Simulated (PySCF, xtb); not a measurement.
Si(I)(OH)3 (H3IO3Si), SMILES O[Si](O)(O)I.

GFN2-xTB in xtb 6.7.1 at its own geometry gives an orbital gap of 7.01 eV and a dipole moment of 4.71 D.

Geometry: B3LYP-D3(BJ)/def2-SVP. The def2 effective core potentials stand for the cores of I; spin–orbit coupling is left out. The values are those of a single conformer.

What does ωB97X/def2-TZVP (PySCF) give? (The exact figures need the calculation; the answer reports its results.)

gap 11.86 eV (levels -10.00 and 1.86 eV), dipole 0.61 D.
